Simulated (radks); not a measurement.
These are the eigenvalues of the occupied orbitals of an atom or ion with whole-number occupations (eV). Calculated with a radial shooting solver on a logarithmic mesh with Libxc functionals: scalar-relativistic Kohn-Sham, PBEsol, spin-polarised, spherical densities, finite nucleus; Fermi nuclear charge, rms radius of each element as measured or else 0.836 A^(1/3) + 0.57 fm.

orbital  eigenvalue
1s up     -86065.95
1s down   -86053.14
2s up     -19381.30
2s down   -19371.59
2p up     -17492.89
2p down   -17479.72
3s up     -7785.864
3s down   -7746.115
3p up     -7231.096

Which element is it, and in what charge state? The configuration may be excited. Open shells, if any, are filled with parallel spins first.

Answer. Z = 79, gold, charge +64: Au64+ in [Ne] 3s2 3p3. The list shows which subshells hold electrons but not how many an open one holds; the 1s level, -3162.9 hartree, gives Z - s = 79.5 by -(Z - s)^2/2, which with screening and relativity narrows Z to a few neighbours, and the depths of the outer levels then fix element, charge and occupations together.
